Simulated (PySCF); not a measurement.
# From a computed spectrum to the compound

A species of 10 atoms with charge 1 has these harmonic modes (B3LYP, small Gaussian bases with core potentials, PySCF 2.14.0):

```csv
cm⁻¹,km/mol,symmetry
63,21.5,a'
72,26.7,a'
104,0.2,a''
125,15.5,a''
151,54.3,a''
154,0.7,a'
160,0.4,a'
256,0.3,a''
257,6.2,a'
389,1.5,a''
397,33.7,a'
400,68.8,a''
406,523.8,a'
587,0.0,a''
589,40.9,a'
678,37.7,a'
688,231.0,a'
699,137.0,a'
1609,220.3,a''
1611,11.9,a'
3718,486.4,a''
3722,20.3,a'
3797,0.1,a''
3797,561.6,a'
```

Q: Which species is it, and in which structure?

A: [HfF3(H2O)2]+ (singlet):
```xyz
10

Hf   -0.0154    0.0000   -0.0285
F    -1.1777    0.0000    1.4878
F    -0.8747    0.0000   -1.7150
F     1.8926    0.0000   -0.1006
O     0.1546    2.1844    0.3030
H     0.8954    2.7492    0.0163
H    -0.4697    2.7346    0.8104
O     0.1546   -2.1844    0.3030
H    -0.4697   -2.7346    0.8104
H     0.8954   -2.7492    0.0163
```
Ideal gas at 298.15 K and 1 bar: S = 430.0 J/(mol K), Cp = 149.0 J/(mol K), H − H(0 K) = 30.4 kJ/mol (rigid rotor, harmonic modes, spin degeneracy alone). 
 Other answers can fit too; this one was computed.
